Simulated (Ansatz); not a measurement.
Basis-set extrapolation for `[NH][Si](F)(F)Cl` radical (PBE0-D4/def2-TZVP geometry, frozen core, Ansatz 0.2.0). Multiplicity 2, UHF reference.

```json
{"": "HF", "def2-TZVPP": "-1002.666359", "def2-QZVPP": "-1002.701115"}
{"": "MP2 correlation", "def2-TZVPP": "-0.959808", "def2-QZVPP": "-1.051624"}
{"": "CCSD(T) correlation", "def2-TZVPP": "-1.023544", "def2-QZVPP": "not run"}
```

Energies in hartree. Use E(X) = E(∞) + A·exp(−7.88·√X) for Hartree–Fock and E(X) = E(∞) + B·X^(−2.97) for correlation, with X = 3 and 4, and add CCSD(T) minus MP2 of the smaller set to the MP2 limit.

Question: What is the CCSD(T) energy at the basis-set limit?

Answer: HF limit: -1002.701115 + (-0.034756) × 0.13774 = -1002.70590. MP2 limit: -1.051624 + (-0.091816) × 0.74074 = -1.11964. Higher-order term: -1.023544 − (-0.959808) = -0.06374. Total: -1003.88928 hartree, 125.1 kcal/mol below CCSD(T)/def2-TZVPP.
